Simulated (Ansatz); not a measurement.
Basis-set extrapolation for `FC1=N[SiH2]1` (PBE0-D4/def2-TZVP geometry, frozen core, Ansatz 0.2.0). Multiplicity 1, RHF reference.

```tsv
	def2-TZVPP	def2-QZVPP
HF	-481.880358	-481.898139
MP2 correlation	-0.709846	-0.765982
CCSD(T) correlation	-0.757970	not run
```

Energies in hartree. Use E(X) = E(∞) + A·exp(−7.88·√X) for Hartree–Fock and E(X) = E(∞) + B·X^(−2.97) for correlation, with X = 3 and 4, and add CCSD(T) minus MP2 of the smaller set to the MP2 limit.

Task: What is the CCSD(T) energy at the basis-set limit?

Result: HF limit: -481.898139 + (-0.017781) × 0.13774 = -481.90059. MP2 limit: -0.765982 + (-0.056136) × 0.74074 = -0.80756. Higher-order term: -0.757970 − (-0.709846) = -0.04812. Total: -482.75627 hartree, 309.7 kJ/mol below CCSD(T)/def2-TZVPP.
